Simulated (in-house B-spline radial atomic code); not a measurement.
Radial electron density of the zinc ion Zn¹⁰⁺, [Ar] 3d2. Computed with a B-spline radial code for spherical atoms: scalar-relativistic (X2C) B3LYP, spin-polarised, spherical fractional occupations, exact exchange averaged over the configuration, Fermi nucleus of rms radius 3.9283 fm.

One-electron X2C: radii and densities carry no picture-change correction, so inner-shell <1/r> comes out high (for 1s by about 2 % at Z = 33, 5 % at 54, 10 % at 75, 30 % at 118) and <r> low.

Columns: r (bohr), 4πr²n(r) (electrons per bohr), bar.

```
 0.00188    1.026 #
 0.00223    1.379 #
 0.00265    1.854 ##
 0.00315    2.482 ###
 0.00374    3.301 ###
 0.00444    4.363 #####
 0.00528    5.739 ######
 0.00627    7.469 ########
 0.00745    9.627 ##########
 0.00885    12.25 #############
  0.0105    15.34 ################
  0.0125    18.95 ####################
  0.0148    22.78 ########################
  0.0176    26.86 ############################
   0.021    30.81 ################################
  0.0249       34 ####################################
  0.0296    36.16 ######################################
  0.0352    36.84 #######################################
  0.0418    35.96 ######################################
  0.0496    33.86 ###################################
   0.059    31.36 #################################
  0.0701    29.77 ###############################
  0.0833    30.23 ################################
  0.0989    33.15 ###################################
   0.118    37.76 ########################################
    0.14    41.52 ###########################################
   0.166       42 ############################################
   0.197    37.78 ########################################
   0.234    29.81 ###############################
   0.278    21.45 ######################
   0.331    16.44 #################
   0.393    16.21 #################
   0.467    18.48 ###################
   0.555    19.39 ####################
   0.659     16.7 #################
   0.783    11.32 ############
   0.931    5.874 ######
    1.11    2.235 ##
    1.31   0.6615 #
    1.56   0.1279 
    1.85  0.01711 
     2.2 0.001353
```

On this grid the curve has 3 maxima, near 0.0352, 0.166, 0.555 bohr.

The 3d up radial function P(r) = rR(r), positive near the nucleus:

| r (bohr) | P |
| --- | --- |
| 0.0176 | 0.00208 |
| 0.0249 | 0.005418 |
| 0.0352 | 0.01374 |
| 0.0496 | 0.03338 |
| 0.0701 | 0.07794 |
| 0.0989 | 0.17 |
| 0.14 | 0.3428 |
| 0.197 | 0.6125 |
| 0.278 | 0.9552 |
| 0.393 | 1.244 |
| 0.555 | 1.28 |
| 0.783 | 0.9701 |
| 1.11 | 0.4847 |
| 1.56 | 0.1424 |
| 2.2 | 0.01875 |
